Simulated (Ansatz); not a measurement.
Ansatz (a quantum-chemistry and plane-wave program) input (RI-MP2/def2-TZVPPD):
A basis named .json is the Basis Set Exchange file of that set.

Ansatz 0.2 input:
```yaml
crystal:
  periodic: [false, false, false]
  atoms:
    - {symbol: Cl, position_ang: [-1.64709575, -0.81150088, -0.87490151]}
    - {symbol: C, position_ang: [-0.35817072, -0.14289256, 0.13857595]}
    - {symbol: Cl, position_ang: [-0.84722004, -0.18360884, 1.83995020]}
    - {symbol: Br, position_ang: [-0.00292953, 1.71220875, -0.39513723]}
    - {symbol: Br, position_ang: [1.27585503, -1.20437388, -0.09735658]}
basis:
  gaussian:
    orbitals: def2-TZVPPD.json
    fitting: {mean_field: def2-universal-jkfit, correlation: def2-TZVPPD-RIFIT.json}
total_charge: 1
magnetization: {spin_polarized: true, initial_magnetization: 1}
correlation: {method: mp2, electrons: outside_noble_gas}
```

Output:

```
Functional definition: HF
integrals: 0.45 GiB planned
863 factors; integrals over basis functions are off by at most 1.4e0 eV
720 factors; integrals over basis functions are off by at most 1.2e2 eV
1.38 GiB of device memory are held for the factors and their scratch space
mean field: 1.97 GiB planned
mean field evaluation 1: about -166022.7414 eV, gradient 1.8e1 eV
mean field evaluation 2: about -166024.0947 eV, gradient 1.4e1 eV
mean field evaluation 4: about -166024.9930 eV, gradient 1.5e0 eV
mean field evaluation 8: about -166025.0655 eV, gradient 2.1e-1 eV
mean field evaluation 16: about -166025.0693 eV, gradient 9.2e-4 eV
mean field evaluation 32: about -166025.2539 eV, gradient 5.5e-1 eV
mean field evaluation 64: about -166024.5426 eV, gradient 7.1e-1 eV
mean field evaluation 96: about -166025.0796 eV, gradient 4.9e0 eV
mean field evaluation 128: about -166025.2678 eV, gradient 1.3e-1 eV
mean field evaluation 160: about -166024.6469 eV, gradient 1.9e0 eV
mean field -166025.28440999 eV, -6101.3166660876 hartree, gradient 1.6e-6 eV, S^2 0.764359; 17 other end points of the search recorded, 0 dependent functions left out
39 core orbitals not correlated
reference -166025.28440999 eV, -6101.3166660876 hartree; 16, 15 occupied and 198, 199 virtual orbitals, 720 factors
second order -23.15943758 eV of doubles, -0.00000000 eV of singles
Total energy: -166048.44384757 eV, -6102.1677597206 hartree
```

This state (charge 1, doublet) is run at the relaxed geometry of the species with charge 0 and multiplicity 1.
